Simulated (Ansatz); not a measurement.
What each rung costs, and what it gives

Saddle point of GaH5O3, closed shell (GaH₅O₃ ([OH][OH][GaH2][OH]) → GaH₅O₃ ([OH][O][GaH2][OH2]); bonds formed: Ga1–O6, O2–H5; bonds broken: Ga1–O7, H5–O6; bonds weakened to dative contacts: Ga1–O2), PBE0-D4/def2-TZVP structure:

```xyz
9
angstrom
Ga -0.8974 -0.2396 -0.0665
O 0.6533 -1.2869 0.7475
H -1.4897 -0.8294 -1.3755
H -1.6304 0.1996 1.2515
H 1.1917 -0.5967 0.1685
O 1.0447 0.3768 -0.9343
O 0.2498 1.4741 -0.3505
H 0.7897 -1.1223 1.6853
H 0.0883 2.0242 -1.1261
```

Barriers are electronic and count from the start structure reached by relaxing down the imaginary mode.

Program: Ansatz 0.2.0. Basis: as named in each row. Cores are frozen in the correlated methods. Filled d shells of the heavier atoms are correlated. The def2 sets are not built for correlating such inner shells, so the correlated values are less sure here. B3LYP uses VWN-RPA correlation. Extrapolation: Hartree–Fock as exp(−7.88 √X), correlation as X^−2.97.

Times are rough, for one single point on 4 threads of a shared host (Arm Neoverse V1).

The estimate by CCSD(T) at an estimated basis limit (MP2 extrapolated from triple and quadruple zeta, plus CCSD(T) − MP2 in triple zeta) is 0.828 eV.

| method | basis | time (s) | barrier (eV) | method less estimate |
| --- | --- | --- | --- | --- |
| HF | STO-3G | under 1 | 1.262 | 0.434 |
| SPW92 | def2-SVP | under 1 | 0.673 | -0.155 |
| PBE-D4 | def2-SVP | under 1 | 0.711 | -0.117 |
| B3LYP-D4 | 6-31G | under 1 | 0.598 | -0.230 |
| PBE-D4 | STO-3G | under 1 | 0.851 | 0.022 |
| SPW92 | def2-TZVPP | under 1 | 0.710 | -0.118 |
| PBE0-D4 | def2-SVP | 1 | 0.809 | -0.019 |
| PBE-D4 | def2-TZVPP | 2 | 0.742 | -0.086 |
| BLYP-D4 | def2-TZVPP | 2 | 0.777 | -0.051 |
| BHLYP-D4 | def2-TZVPP | 2 | 0.918 | 0.090 |
| PBE0-D4 | def2-TZVPP | 2 | 0.827 | -0.001 |
| B3LYP-D4 | def2-TZVPP | 2 | 0.842 | 0.013 |
| CAM-B3LYP-D4 | def2-TZVPP | 2 | 0.867 | 0.039 |
| r2SCAN-D4 | def2-TZVPP | 3 | 0.767 | -0.062 |
| r2SCAN0-D4 | def2-TZVPP | 4 | 0.831 | 0.003 |
| RPA on PBE | def2-TZVPP | 4 | 0.779 | -0.050 |
| B2PLYP | def2-TZVPP | 4 | 0.827 | -0.001 |
| wB97M-V | def2-SVP | 5 | 0.801 | -0.028 |
| PBE-QIDH | def2-TZVPP | 5 | 0.843 | 0.015 |
| CCSD(T) | def2-SVP | 6 | 0.847 | 0.019 |
| wB97X-V | def2-TZVPP | 6 | 0.849 | 0.021 |
| B97M-V | def2-TZVPP | 7 | 0.821 | -0.008 |
| wB97M-V | def2-TZVPP | 7 | 0.819 | -0.010 |
| MP2 | def2-QZVPP | 19 | 0.842 | 0.014 |
| CCSD(T) | def2-TZVPP | 120 | 0.811 | -0.018 |

All methods are single points on the PBE0-D4 structures.

T1 diagnostic: at most 0.015.

Labels in which every atom is bracketed show which atoms are joined, not bond orders.
